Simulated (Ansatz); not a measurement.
```yaml
crystal:
  periodic: [false, false, false]
  atoms:
    - {symbol: F, position_ang: [-1.929943, -1.947842, -0.217150]}
    - {symbol: Al, position_ang: [-1.522118, -0.510279, -0.917820]}
    - {symbol: F, position_ang: [-2.380826, 0.835616, -0.451150]}
    - {symbol: F, position_ang: [-1.017118, -0.578947, -2.487562]}
    - {symbol: O, position_ang: [0.053964, -0.007444, 0.018951]}
    - {symbol: Si, position_ang: [-0.015206, 1.472573, 0.883238]}
    - {symbol: Si, position_ang: [1.432328, -1.010968, -0.030869]}
    - {symbol: H, position_ang: [-0.231850, 2.572498, -0.071306]}
    - {symbol: H, position_ang: [1.343849, 1.554516, 1.478266]}
    - {symbol: H, position_ang: [-1.037644, 1.361866, 1.936959]}
    - {symbol: H, position_ang: [1.049018, -2.157411, -0.873951]}
    - {symbol: H, position_ang: [1.741562, -1.402847, 1.360823]}
    - {symbol: H, position_ang: [2.534384, -0.216033, -0.613627]}
basis:
  gaussian: {orbitals: cc-pVDZ}
magnetization: {spin_polarized: true, initial_magnetization: 1}
hamiltonian: {xc: {name: PBE}}
scf: {lower_state_search: off}
output: {forces: true}
```

```sh
$ ansatz run in.yaml --threads 4 --pin off --events-out ev --progress --plain --max-ram 11315MiB
```

It prints (some lines left out):

```
Error: a molecule whose nuclei and cores have a total charge of 82 cannot have a net charge of 0 together with 1 unpaired electrons
```

(1) What is wrong with this run?

## Answers

(1) The number of unpaired electrons doesn't fit the electron count. The input was rejected before any iteration.
